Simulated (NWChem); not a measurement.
SrHSF; SMILES [Sr]([SH])[F]

```xyz
4

Sr     0.1203     0.3972    -0.0149
F     -1.1912     2.0449     0.0169
S     -0.2727    -2.3337    -0.0182
H      1.0571    -2.5940    -0.0454
```
Atoms are numbered in this order, from 1.

Level: PBE0/def2-SVP with def2 effective core potentials on Sr (NWChem), optimised geometry, unscaled harmonic frequencies. def2 effective core potentials on Sr; no spin-orbit coupling.

Task: List the harmonic frequencies with IR intensities, and the thermochemistry.

Result: 
| frequency (cm⁻¹) | IR intensity (km/mol) |
|---|---|
| 59 | 30.2 |
| 89 | 5.3 |
| 268 | 18.4 |
| 348 | 26.0 |
| 527 | 123.0 |
| 2677 | 22.3 |

```yaml
zero_point_energy: 5.7 kcal/mol
thermal correction to the enthalpy at 298.15 K (with zero-point energy): 9.7 kcal/mol
heat capacity Cv: 14.4 cal/(mol K)
entropy at 298.15 K and 1 atm (symmetry number 1): 78.3 cal/(mol K)
```

Rigid rotor and harmonic oscillator; modes under 100 cm⁻¹ make the entropy uncertain.
